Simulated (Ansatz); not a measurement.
Basis-set extrapolation for `C[O][AlH][SH]` (PBE0-D4/def2-TZVP geometry, frozen core, Ansatz 0.2.0). Multiplicity 1, RHF reference.

|  | def2-TZVPP | def2-QZVPP |
| --- | --- | --- |
| HF | -755.249618 | -755.273849 |
| MP2 correlation | -0.666890 | -0.719401 |
| CCSD(T) correlation | -0.735931 | not run |

Energies in hartree. Use E(X) = E(∞) + A·exp(−7.88·√X) for Hartree–Fock and E(X) = E(∞) + B·X^(−2.97) for correlation, with X = 3 and 4, and add CCSD(T) minus MP2 of the smaller set to the MP2 limit.

Task: What is the CCSD(T) energy at the basis-set limit?

Result: HF limit: -755.273849 + (-0.024231) × 0.13774 = -755.27719. MP2 limit: -0.719401 + (-0.052511) × 0.74074 = -0.75830. Higher-order term: -0.735931 − (-0.666890) = -0.06904. Total: -756.10453 hartree, 3.24 eV below CCSD(T)/def2-TZVPP.
